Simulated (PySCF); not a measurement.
Correlation energy of Br²⁺ (bromine, charge +2)

[Ar] 3d10 4s2 4p3, high-spin 4S determinant. All numbers are calculated (PySCF 2.14, scalar relativity by spin-free X2C-1e, in x2c-QZVPPall (11s8p5d4f1g, 97 functions)). Frozen: [Ar] 3d10; 5 electrons correlated.

| level | correlation energy (mhartree) |
| --- | --- |
| CCSD | -98.13 |
| (T) | -2.76 |
| CCSD(T) | -100.89 |

Diagnostics: T1 = 0.0022, D1 = 0.0048, largest double amplitude 0.050.

Is a single reference adequate?

Yes, within this model without spin-orbit coupling: T1 lies below 0.03 and no double amplitude reaches 0.07.
